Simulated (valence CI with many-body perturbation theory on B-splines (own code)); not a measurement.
Results of a calculation; reference values are marked as such.
## From CI to CI+MBPT in Ge²⁵⁺

Level of theory: valence CI with perturbative core correlation (CI+MBPT): five valence electrons over a frozen Dirac-Fock core [He], radial functions for each j: 9 s, 9 p, 8 d, 6 f, 3 g, 1 h, with the one-electron correlation potential Σ1, the two-electron term Σ2, the three-electron term Σ3, Breit, model QED; selected CI, second order for the rest (own B-spline code, finite nucleus).

No measured levels were compared; by estimate levels of excited configurations hold to 0.05 to 0.15 % of their energy, terms of the ground configuration to about 0.5 %. Among the levels kept, up to 1700 cm⁻¹ of a level comes from second order outside the variational space, and about a tenth of that is noise between levels of different J, which matters for small intervals.

Each rung adds one term. CI alone is the Dirac-Coulomb CI over the frozen core; QED comes last and gives the full result, which names the levels. Energies are above 2s2 2p3 4S°_3/2 on the same rung, in eV.

Names give the largest LS component (configuration and term), which can be under half, so a name can repeat, a term be missing and a line seem to break the LS rules; names also repeat where a configuration has a term twice.

```tsv
Level	CI alone	Σ1	Σ2	Σ3	Breit	QED	Full
2s2 2p3 2D°_3/2	29.3	+0.02	+0.01	-0.02	-0.35	+0.05	29.0
2s2 2p3 2D°_5/2	40.0	+0.02	+0.02	-0.03	-1.20	+0.07	38.9
2s2 2p3 2P°_1/2	53.2	+0.02	+0.09	-0.05	-0.40	+0.05	52.9
2s2 2p3 2P°_3/2	79.2	+0.05	+0.07	-0.04	-1.35	+0.13	78.1
2s 2p4 4P_5/2	135.4	-0.15	-0.13	-0.04	-0.15	-0.84	134.1
2s 2p4 4P_3/2	156.2	-0.14	-0.14	-0.05	-0.23	-0.80	154.8
2s 2p4 4P_1/2	158.9	-0.14	-0.11	-0.06	0.00	-0.81	157.8
2s 2p4 2D_3/2	188.1	-0.14	-0.21	-0.12	-0.18	-0.81	186.6
2s 2p4 2D_5/2	196.8	-0.13	-0.17	-0.11	-0.93	-0.78	194.6
2s 2p4 2S_1/2	214.3	-0.13	-0.23	-0.16	-0.05	-0.80	213.0
2s 2p4 2P_3/2	223.9	-0.13	-0.38	-0.20	-0.65	-0.80	221.8
2s 2p4 2P_1/2	255.1	-0.11	-0.29	-0.19	-0.99	-0.73	252.8
2p5 2P°_3/2	342.7	-0.30	-0.53	-0.23	+0.33	-1.67	340.3
2p5 2P°_1/2	377.3	-0.28	-0.51	-0.23	-0.49	-1.60	374.2
2s2 2p2 3s 4P_1/2	1440.1	+0.25	+0.07	-0.11	-0.57	+0.21	1439.9
2s2 2p2 3s 4P_3/2	1466.5	+0.28	+0.05	-0.10	-1.40	+0.29	1465.6
2s2 2p2 3s 2P_1/2	1470.8	+0.28	+0.02	-0.10	-1.38	+0.29	1469.9
2s2 2p2 3p 4D°_1/2	1472.9	+0.22	+0.04	-0.11	-0.29	-0.04	1472.7
2s2 2p2 3s 4P_5/2	1475.7	+0.28	+0.06	-0.12	-2.06	+0.29	1474.2
```

The middle columns are the shifts that each term adds.

(1) How does the ionisation energy move along the ladder, and which term matters most?

## Answers

(1) CI alone 2574.9, + Σ1 2575.2, + Σ2 2575.3, + Σ3 2575.1, + Breit 2574.3, + QED 2574.3 eV. The largest step is Breit, -0.8 eV. NIST lists 2575 ± 19 eV (semi-empirical).
